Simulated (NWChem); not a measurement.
Everything below was run with NWChem. System: C₃H₃F₅, charge 1, spin multiplicity 2, at the geometry of a parent with another charge or spin, in a state set for the comparison that need not be this species' ground state. Its SCF solution wasn't tested for a lower state. Level: UB3LYP/def2-SVP, VWN1-RPA local correlation.

The NWChem input:

```
start mol
memory heap 200 mb stack 900 mb global 1100 mb
charge 1
geometry units angstroms nocenter noautoz noautosym
  F      2.501813    -0.821769    -0.136268
  C      1.422743    -0.074227     0.214125
  F      1.598420     1.174961    -0.283579
  C      0.177982    -0.711566    -0.377564
  C     -1.118851    -0.046564     0.036170
  F     -1.221293     1.205074    -0.427319
  F     -2.171794    -0.740043    -0.423766
  F     -1.225623     0.009726     1.379520
  H      1.386443    -0.005951     1.315242
  H      0.254651    -0.689872    -1.474726
  H      0.133960    -1.761578    -0.054192
end
basis spherical
  * library def2-svp
end
dft
  xc b3lyp
  odft
  mult 2
  semidirect memsize 60000000 filesize 0
  iterations 100
end
task dft energy
```

Output (cleaned and shortened):

```
             Northwest Computational Chemistry Package (NWChem) 7.3.0
             --------------------------------------------------------

                                NWChem Input Module
                                -------------------

 Scaling coordinates for geometry "geometry" by  1.889725989
 (inverse scale =  0.529177249)

                             Geometry "geometry" -> ""
                             -------------------------

 Output coordinates in angstroms (scale by  1.889725989 to convert to a.u.)

  No.       Tag          Charge          X              Y              Z
 ---- ---------------- ---------- -------------- -------------- --------------
    1 F                    9.0000     2.50181300    -0.82176900    -0.13626800
    2 C                    6.0000     1.42274300    -0.07422700     0.21412500
    3 F                    9.0000     1.59842000     1.17496100    -0.28357900
    4 C                    6.0000     0.17798200    -0.71156600    -0.37756400
    5 C                    6.0000    -1.11885100    -0.04656400     0.03617000
    6 F                    9.0000    -1.22129300     1.20507400    -0.42731900
    7 F                    9.0000    -2.17179400    -0.74004300    -0.42376600
    8 F                    9.0000    -1.22562300     0.00972600     1.37952000
    9 H                    1.0000     1.38644300    -0.00595100     1.31524200
   10 H                    1.0000     0.25465100    -0.68987200    -1.47472600
   11 H                    1.0000     0.13396000    -1.76157800    -0.05419200

 Effective nuclear repulsion energy (a.u.)     433.7869858375

            Nuclear Dipole moment (a.u.)
            ----------------------------
        X                 Y               Z
 ---------------- ---------------- ----------------
     0.0000094486    -0.0000037795     0.0000037795


 Summary of "ao basis" -> "" (spherical)
 ------------------------------------------------------------------------------
       Tag                 Description            Shells   Functions and Types
 ---------------- ------------------------------  ------  ---------------------
[...]
 overlap   0.956  0.982  0.662  0.920  0.778  0.686  0.638  0.822  0.651  0.683

   alpha     31     32     33     34     35     36     37     38     39     40
    beta     30     32     31     34     35     36     37     38     39     40
 overlap   0.990  0.810  0.980  0.997  0.996  0.998  0.916  0.905  0.987  0.998

   alpha     41     42     43     44     45     46     47     48     49     50
    beta     41     42     43     44     45     46     47     48     49     50
 overlap   0.997  0.999  0.998  0.999  0.999  0.979  0.975  0.970  0.974  0.985

   alpha     51     52     53     54     55     56     57     58     59     60
    beta     51     52     53     54     55     56     57     58     59     60
 overlap   0.991  0.996  0.990  0.998  0.998  0.999  0.999  0.999  0.988  0.987

   alpha     61     62     63     64     65     66     67     68     69     70
    beta     61     62     63     64     65     66     67     68     69     70
 overlap   0.996  0.996  1.000  1.000  1.000  0.952  0.947  0.990  0.986  0.981

   alpha     71     72     73     74     75     76     77     78     79     80
    beta     71     72     73     74     75     76     77     78     79     80
 overlap   0.990  0.998  0.998  0.998  0.996  0.998  0.999  0.999  0.991  0.991

   alpha     81     82     83     84     85     86     87     88     89     90
    beta     81     82     83     84     85     86     87     88     89     90
 overlap   0.999  0.994  0.987  0.984  0.987  0.989  0.999  0.998  0.997  0.999

   alpha     91     92     93     94     95     96     97     98     99    100
    beta     91     92     93     94     95     96     97     98     99    100
 overlap   0.998  0.999  1.000  0.997  0.997  0.999  0.999  0.999  0.999  1.000

   alpha    101    102    103    104    105    106    107    108    109    110
    beta    101    102    103    104    105    106    107    108    109    110
 overlap   0.999  0.999  0.991  0.989  0.946  0.946  0.968  0.983  0.970  0.926

   alpha    111    112    113    114    115    116    117    118    119    120
    beta    111    112    113    114    115    116    117    118    119    120
 overlap   0.937  0.955  0.999  0.998  0.979  0.979  1.000  1.000  0.999  0.999

   alpha    121    122    123    124    125    126    127
    beta    121    122    123    124    125    126    127
 overlap   0.999  0.999  0.993  0.993  1.000  0.986  0.986

     --------------------------
     Expectation value of S2:
     --------------------------
      <S2> =      0.7527 (Exact =     0.7500)

 center of mass
 --------------
 x =  -0.03213294 y =   0.04603619 z =   0.00451821

 moments of inertia (a.u.)
 ------------------
         492.378686652092          12.715632229399          57.099481258223
          12.715632229399        1452.503797457039          13.049361965393
          57.099481258223          13.049361965393        1579.699998657818

     Multipole analysis of the density
     ---------------------------------

     L   x y z        total         alpha         beta         nuclear
     -   - - -        -----         -----         ----         -------
     0   0 0 0      1.000000    -33.000000    -32.000000     66.000000

     1   1 0 0      1.278699     -0.152609      1.431298      0.000009
     1   0 1 0     -0.891297     -0.329676     -0.561617     -0.000004
     1   0 0 1      0.086323      0.063583      0.022737      0.000004

     2   2 0 0    -24.315963   -322.183021   -311.252753    609.119811
     2   1 1 0     -0.122683      3.513745      3.467643     -7.104070
     2   1 0 1      1.919077     12.746633     13.320723    -24.148278
     2   0 2 0    -27.836644    -92.234604    -89.748221    154.146180
     2   0 1 1      0.733975      2.201075      2.356686     -3.823786
     2   0 0 2    -26.971541    -61.283083    -59.693349     94.004892

 Task  times  cpu:       76.3s     wall:       76.3s

 Total times  cpu:       76.3s     wall:       76.3s
```
